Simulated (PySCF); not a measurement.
**Relaxation of singlet Mg₆**

Computed with PBE/[Mg def2-SVP], no relativity, density fitting, PySCF. A (50,194) grid was used.

A hand-made trigonal prism start, of D3h symmetry, held to at least that symmetry:

Coordinates in bohr (charge 0 multiplicity 1):
```
Mg    0.0000    3.2757    2.8369
Mg    2.8368   -1.6378    2.8369
Mg   -2.8368   -1.6379    2.8369
Mg    0.0000    3.2757   -2.8369
Mg    2.8368   -1.6378   -2.8369
Mg   -2.8368   -1.6379   -2.8369
```

(1) What forces act on the atoms at the start (eV/Å)?

(2) What does it relax to?

(3) How much energy is released, and in how many steps?

## Answers

(1) 
| atom | Fx | Fy | Fz |
| --- | --- | --- | --- |
| Mg1 | 0.00 | 0.45 | 0.56 |
| Mg2 | 0.39 | -0.23 | 0.56 |
| Mg3 | -0.39 | -0.23 | 0.56 |
| Mg4 | 0.00 | 0.45 | -0.56 |
| Mg5 | 0.39 | -0.23 | -0.56 |
| Mg6 | -0.39 | -0.23 | -0.56 |

(2) It ends at D3h with Mg–Mg 3.271 Å (×6), Mg–Mg 3.508 Å (×3); Mg–Mg–Mg 60.0° (×6), Mg–Mg–Mg 90.0° (×12) (after a last refinement on a finer grid). The frequency run here used a shortcut that can spoil soft modes, so no verdict on minimum or saddle point is given. Other isomers or separated fragments may lie lower.

(3) 49.3 kJ/mol in 5 steps.

The relaxation took of the order of 50 core-seconds on a shared host.
